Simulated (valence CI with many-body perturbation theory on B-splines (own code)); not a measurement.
## Sb43+: electric-dipole lines

Computed by relativistic CI+MBPT: six valence electrons over a frozen Dirac-Fock core [He], a basis of 9 s, 9 p, 8 d, 6 f, 3 g, 1 h functions for each j, with the one-electron correlation potential Σ1, the two-electron term Σ2, the three-electron term Σ3, Breit, model QED; selected CI, second order for the rest, scaled by the run's own slope (own B-spline code, finite nucleus).

No measured spectrum was set against this ion. As an estimate, large intervals hold to a few tenths of a per cent, small ones and those within an open d or f shell to about a per cent. Among the levels kept, up to 2500 cm⁻¹ of a level comes from second order outside the variational space, and about a tenth of that is noise between levels of different J, which matters for small intervals.

Lines 1 to 50 of 244 in falling wavelength, among levels below 4464.4 eV, chosen from the strongest by gf and those to the six lowest levels. Wavelengths and rates use the calculated energies. Electric multipoles are in the length gauge with retardation, E1 and E2 with the static RPA response of the core. Weak lines are less certain than strong ones. Lines between different terms over intervals too small for the method are left out, as are lines whose strength nearly cancels. The highest levels of a list are the least certain.

Levels are named by their leading jj configuration (3d3/2^4 stands for four electrons in 3d with j = 3/2), which in mixed levels can hold well under half, so a name can repeat and another be missing. Letters in brackets count levels of one name in rising energy.

```csv
λ vac (Å),Upper,Lower,A (s⁻¹),S (a.u.)
4614,(2s 2p1/2^2 2p3/2^3) J=1,(2s^2 2p3/2^4) J=0,1.82e+03,2.65e-04
214.3,(2s 2p1/2^2 2p3/2^2 3p1/2) J=3,(2s 2p1/2^2 2p3/2^2 3s) J=2 [a],1.61e+09,5.48e-02
190.0,(2s^2 2p1/2 2p3/2^2 3p1/2) J=3,(2s^2 2p1/2 2p3/2^2 3s) J=2 [b],3.31e+09,7.84e-02
189.5,(2s^2 2p1/2 2p3/2^2 3p1/2) J=1 [b],(2s^2 2p1/2 2p3/2^2 3s) J=1 [b],4.05e+09,4.08e-02
187.7,(2s^2 2p1/2^2 2p3/2 3p1/2) J=2,(2s^2 2p1/2^2 2p3/2 3s) J=1,3.06e+09,4.99e-02
185.6,(2s^2 2p1/2 2p3/2^2 3p1/2) J=3,(2s^2 2p1/2 2p3/2^2 3s) J=3,1.96e+09,4.33e-02
181.1,(2s^2 2p1/2 2p3/2^2 3p1/2) J=1 [b],(2s^2 2p1/2 2p3/2^2 3s) J=0,2.43e+09,2.13e-02
180.4,(2s^2 2p1/2 2p3/2^2 3p1/2) J=2 [a],(2s^2 2p1/2 2p3/2^2 3s) J=1 [a],2.86e+09,4.14e-02
176.3,(2s^2 2p1/2 2p3/2^2 3p1/2) J=1 [a],(2s^2 2p1/2 2p3/2^2 3s) J=2 [a],5.68e+09,4.61e-02
175.9,(2s^2 2p1/2^2 2p3/2 3p1/2) J=1,(2s^2 2p1/2^2 2p3/2 3s) J=2,6.60e+09,5.32e-02
172.1,(2s 2p1/2^2 2p3/2^2 3p1/2) J=2,(2s 2p1/2^2 2p3/2^2 3s) J=3,6.91e+09,8.70e-02
171.5,(2s^2 2p1/2^2 2p3/2 3p1/2) J=2,(2s^2 2p1/2^2 2p3/2 3s) J=2,4.98e+09,6.20e-02
164.6,(2s 2p1/2^2 2p3/2^2 3p1/2) J=3,(2s 2p1/2^2 2p3/2^2 3s) J=3,4.99e+09,7.68e-02
160.5,(2s^2 2p1/2 2p3/2^2 3p1/2) J=2 [a],(2s^2 2p1/2 2p3/2^2 3s) J=2 [a],4.13e+09,4.22e-02
160.4,(2s^2 2p1/2 2p3/2^2 3p1/2) J=3,(2s^2 2p1/2^2 2p3/2 3d5/2) J=3,1.99e+09,2.84e-02
151.9,(2s^2 2p1/2 2p3/2^2 3d3/2) J=4,(2s^2 2p1/2 2p3/2^2 3p3/2) J=4,1.70e+09,2.64e-02
150.4,(2s^2 2p1/2^2 2p3/2 3d3/2) J=3,(2s^2 2p1/2^2 2p3/2 3p3/2) J=3,2.48e+09,2.91e-02
143.4,(2s^2 2p1/2 2p3/2^2 3p1/2) J=2 [b],(2s^2 2p1/2 2p3/2^2 3s) J=2 [b],3.01e+09,2.19e-02
140.9,(2s^2 2p1/2 2p3/2^2 3p1/2) J=2 [b],(2s^2 2p1/2 2p3/2^2 3s) J=3,6.34e+09,4.38e-02
140.1,(2s^2 2p1/2 2p3/2^2 3d5/2) J=2,(2s^2 2p1/2 2p3/2^2 3p3/2) J=1 [b],3.43e+09,2.33e-02
138.6,(2s^2 2p1/2 2p3/2^2 3d3/2) J=3 [a],(2s^2 2p1/2 2p3/2^2 3p3/2) J=3 [a],2.35e+09,2.17e-02
137.6,(2s^2 2p1/2^2 2p3/2 3d5/2) J=2,(2s^2 2p1/2^2 2p3/2 3p3/2) J=2,4.83e+09,3.11e-02
137.1,(2s^2 2p1/2^2 2p3/2 3d5/2) J=1,(2s^2 2p1/2^2 2p3/2 3p3/2) J=0,7.52e+09,2.87e-02
131.1,(2s^2 2p1/2 2p3/2^2 3d3/2) J=2 [c],(2s^2 2p1/2 2p3/2^2 3p3/2) J=1 [b],2.82e+09,1.57e-02
129.2,(2s^2 2p1/2 2p3/2^2 3d5/2) J=1 [a],(2s^2 2p1/2 2p3/2^2 3p3/2) J=1 [a],7.16e+09,2.28e-02
127.9,(2s^2 2p1/2^2 2p3/2 3d5/2) J=3,(2s^2 2p1/2^2 2p3/2 3p3/2) J=2,9.12e+09,6.60e-02
126.9,(2s^2 2p1/2 2p3/2^2 3d5/2) J=1 [b],(2s^2 2p1/2 2p3/2^2 3p3/2) J=1 [b],5.49e+09,1.66e-02
126.9,(2s^2 2p1/2 2p3/2^2 3d5/2) J=4 [b],(2s^2 2p1/2 2p3/2^2 3p3/2) J=4,3.81e+09,3.46e-02
125.9,(2s^2 2p1/2 2p3/2^2 3p1/2) J=2 [b],(2s^2 2p1/2^2 2p3/2 3d5/2) J=3,6.50e+09,3.20e-02
125.2,(2s^2 2p1/2^2 2p3/2 3d5/2) J=4,(2s^2 2p1/2^2 2p3/2 3p3/2) J=3,2.00e+10,1.74e-01
124.8,(2s^2 2p1/2 2p3/2^2 3d5/2) J=5,(2s^2 2p1/2 2p3/2^2 3p3/2) J=4,2.00e+10,2.12e-01
124.6,(2s^2 2p1/2 2p3/2^2 3d5/2) J=3,(2s^2 2p1/2 2p3/2^2 3p3/2) J=2 [a],1.56e+10,1.04e-01
124.5,(2s^2 2p1/2 2p3/2^2 3d5/2) J=4 [b],(2s^2 2p1/2 2p3/2^2 3p3/2) J=3 [b],1.56e+10,1.34e-01
124.0,(2s^2 2p1/2 2p3/2^2 3d5/2) J=4 [a],(2s^2 2p1/2 2p3/2^2 3p3/2) J=3 [a],1.89e+10,1.60e-01
122.3,(2s^2 2p1/2 2p3/2^2 3d5/2) J=3,(2s^2 2p1/2 2p3/2^2 3p3/2) J=3 [a],2.75e+09,1.74e-02
115.7,(2s^2 2p1/2^2 2p3/2 3d5/2) J=2,(2s^2 2p1/2^2 2p3/2 3p3/2) J=1,1.21e+10,4.62e-02
115.4,(2s^2 2p1/2 2p3/2^2 3s) J=3,(2s^2 2p1/2^2 2p3/2 3p3/2) J=2,9.40e+09,4.99e-02
100.5,(2s^2 2p1/2 2p3/2^2 3d5/2) J=2,(2s^2 2p1/2 2p3/2^2 3p3/2) J=2 [a],4.95e+09,1.24e-02
100.5,(2s^2 2p1/2^2 2p3/2 3d5/2) J=1,(2s^2 2p1/2^2 2p3/2 3p3/2) J=1,1.68e+10,2.53e-02
95.83,(2s^2 2p1/2 2p3/2^2 3d3/2) J=2 [c],(2s^2 2p1/2 2p3/2^2 3p3/2) J=2 [a],5.04e+09,1.09e-02
93.29,(2s^2 2p1/2 2p3/2^2 3p3/2) J=1 [a],(2s^2 2p1/2 2p3/2^2 3s) J=2 [b],2.85e+10,3.43e-02
93.23,(2s^2 2p1/2 2p3/2^2 3p3/2) J=0,(2s^2 2p1/2 2p3/2^2 3s) J=1 [a],2.82e+10,1.13e-02
91.19,(2s^2 2p1/2 2p3/2^2 3p3/2) J=3 [a],(2s^2 2p1/2^2 2p3/2 3d5/2) J=2,8.05e+09,2.11e-02
90.54,(2s^2 2p1/2 2p3/2^2 3p3/2) J=3 [b],(2s^2 2p1/2 2p3/2^2 3s) J=2 [b],2.96e+10,7.58e-02
90.44,(2s^2 2p1/2 2p3/2^2 3p3/2) J=2 [a],(2s^2 2p1/2 2p3/2^2 3s) J=1 [a],2.87e+10,5.23e-02
90.00,(2s^2 2p1/2 2p3/2^2 3p3/2) J=2 [b],(2s^2 2p1/2 2p3/2^2 3s) J=1 [b],1.34e+10,2.41e-02
89.55,(2s^2 2p1/2^2 2p3/2 3p3/2) J=1,(2s^2 2p1/2^2 2p3/2 3s) J=1,5.04e+10,5.36e-02
89.55,(2s^2 2p1/2 2p3/2^2 3p3/2) J=3 [b],(2s^2 2p1/2 2p3/2^2 3s) J=3,1.85e+10,4.59e-02
88.32,(2s^2 2p1/2 2p3/2^2 3p3/2) J=4,(2s^2 2p1/2 2p3/2^2 3s) J=3,4.44e+10,1.36e-01
87.85,(2s^2 2p1/2 2p3/2^2 3d3/2) J=2 [b],(2s^2 2p1/2 2p3/2^2 3p1/2) J=2 [b],2.17e+10,3.64e-02
```
